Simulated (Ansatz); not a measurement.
Calculated with Ansatz (gas phase, PBE0-D4/def2-TZVP geometries, no zero-point term in ΔE). CCSD(T)/CBS adds triple-zeta CCSD(T) − MP2 to the extrapolated MP2 energy (def2 sets, frozen cores). This one scheme is used for every species. Functionals use def2-TZVPP. B3LYP here is the variant with VWN-RPA as its local correlation; programs differ in this. HSE06 is defined as in plane-wave codes. Each species was taken in one conformer, which may not be the lowest.

Reaction (ligand exchange at the Al–F bond): `O[SiH2][AlH][F]` + HCl → `O[SiH2][AlH][Cl]` + H–F

```json
{"level": "LDA (SPW92)", "ΔE (kJ/mol)": "14.7", "difference from CCSD(T)/CBS": "-0.5"}
{"level": "PBE-D4", "ΔE (kJ/mol)": "13.8", "difference from CCSD(T)/CBS": "-1.4"}
{"level": "revPBE-D4", "ΔE (kJ/mol)": "12.2", "difference from CCSD(T)/CBS": "-3.0"}
{"level": "BLYP-D4", "ΔE (kJ/mol)": "23.6", "difference from CCSD(T)/CBS": "8.4"}
{"level": "r2SCAN-D4", "ΔE (kJ/mol)": "16.8", "difference from CCSD(T)/CBS": "1.6"}
{"level": "B97M-V", "ΔE (kJ/mol)": "20.7", "difference from CCSD(T)/CBS": "5.5"}
{"level": "PBE0-D4", "ΔE (kJ/mol)": "10.0", "difference from CCSD(T)/CBS": "-5.2"}
{"level": "B3LYP-D4", "ΔE (kJ/mol)": "20.3", "difference from CCSD(T)/CBS": "5.1"}
{"level": "r2SCANh-D4", "ΔE (kJ/mol)": "15.2", "difference from CCSD(T)/CBS": "0.0"}
{"level": "r2SCAN0-D4", "ΔE (kJ/mol)": "13.0", "difference from CCSD(T)/CBS": "-2.2"}
{"level": "HSE06-D4", "ΔE (kJ/mol)": "9.4", "difference from CCSD(T)/CBS": "-5.8"}
{"level": "CAM-B3LYP-D4", "ΔE (kJ/mol)": "24.6", "difference from CCSD(T)/CBS": "9.4"}
{"level": "ωB97X-V", "ΔE (kJ/mol)": "18.9", "difference from CCSD(T)/CBS": "3.7"}
{"level": "ωB97M-V", "ΔE (kJ/mol)": "17.2", "difference from CCSD(T)/CBS": "2.0"}
{"level": "B2PLYP", "ΔE (kJ/mol)": "22.9", "difference from CCSD(T)/CBS": "7.7"}
{"level": "PBE", "ΔE (kJ/mol)": "17.2", "difference from CCSD(T)/CBS": "2.0"}
{"level": "revPBE", "ΔE (kJ/mol)": "18.0", "difference from CCSD(T)/CBS": "2.8"}
{"level": "BLYP", "ΔE (kJ/mol)": "30.2", "difference from CCSD(T)/CBS": "15.0"}
{"level": "r2SCAN", "ΔE (kJ/mol)": "17.6", "difference from CCSD(T)/CBS": "2.4"}
{"level": "PBE0", "ΔE (kJ/mol)": "13.0", "difference from CCSD(T)/CBS": "-2.2"}
{"level": "B3LYP", "ΔE (kJ/mol)": "25.8", "difference from CCSD(T)/CBS": "10.6"}
{"level": "r2SCANh", "ΔE (kJ/mol)": "16.1", "difference from CCSD(T)/CBS": "0.9"}
{"level": "r2SCAN0", "ΔE (kJ/mol)": "14.0", "difference from CCSD(T)/CBS": "-1.2"}
{"level": "HSE06", "ΔE (kJ/mol)": "12.3", "difference from CCSD(T)/CBS": "-2.9"}
{"level": "BHLYP", "ΔE (kJ/mol)": "23.2", "difference from CCSD(T)/CBS": "8.0"}
{"level": "CAM-B3LYP", "ΔE (kJ/mol)": "27.9", "difference from CCSD(T)/CBS": "12.7"}
{"level": "RPA@PBE/def2-TZVPP", "ΔE (kJ/mol)": "23.5", "difference from CCSD(T)/CBS": "8.3"}
{"level": "HF/def2-SVP", "ΔE (kJ/mol)": "17.7", "difference from CCSD(T)/CBS": "2.5"}
{"level": "MP2/def2-SVP", "ΔE (kJ/mol)": "22.2", "difference from CCSD(T)/CBS": "7.0"}
{"level": "CCSD/def2-SVP", "ΔE (kJ/mol)": "24.1", "difference from CCSD(T)/CBS": "8.9"}
{"level": "CCSD(T)/def2-SVP", "ΔE (kJ/mol)": "23.4", "difference from CCSD(T)/CBS": "8.2"}
{"level": "HF/def2-TZVPP", "ΔE (kJ/mol)": "20.9", "difference from CCSD(T)/CBS": "5.7"}
{"level": "MP2/def2-TZVPP", "ΔE (kJ/mol)": "15.1", "difference from CCSD(T)/CBS": "-0.1"}
{"level": "CCSD/def2-TZVPP", "ΔE (kJ/mol)": "19.8", "difference from CCSD(T)/CBS": "4.6"}
{"level": "HF/def2-QZVPP", "ΔE (kJ/mol)": "23.5", "difference from CCSD(T)/CBS": "8.3"}
{"level": "MP2/def2-QZVPP", "ΔE (kJ/mol)": "14.2", "difference from CCSD(T)/CBS": "-1.0"}
{"level": "SCS-MP2/def2-QZVPP", "ΔE (kJ/mol)": "19.3", "difference from CCSD(T)/CBS": "4.1"}
{"level": "HF/CBS(def2)", "ΔE (kJ/mol)": "23.9", "difference from CCSD(T)/CBS": "8.7"}
{"level": "MP2/CBS(def2)", "ΔE (kJ/mol)": "12.0", "difference from CCSD(T)/CBS": "-3.2"}
{"level": "CCSD/CBS(def2)", "ΔE (kJ/mol)": "16.7", "difference from CCSD(T)/CBS": "1.5"}
{"level": "CCSD(T)/CBS", "ΔE (kJ/mol)": "15.2", "difference from CCSD(T)/CBS": "0"}
```

Largest T1 diagnostic among the species: 0.013.

At CCSD(T), def2-SVP lies +8.2 kJ/mol from the extrapolated value and def2-TZVPP +3.1 kJ/mol. From PBE to PBE0 (25 % exact exchange), in def2-TZVPP and without D4, ΔE moves by −4.2 kJ/mol.
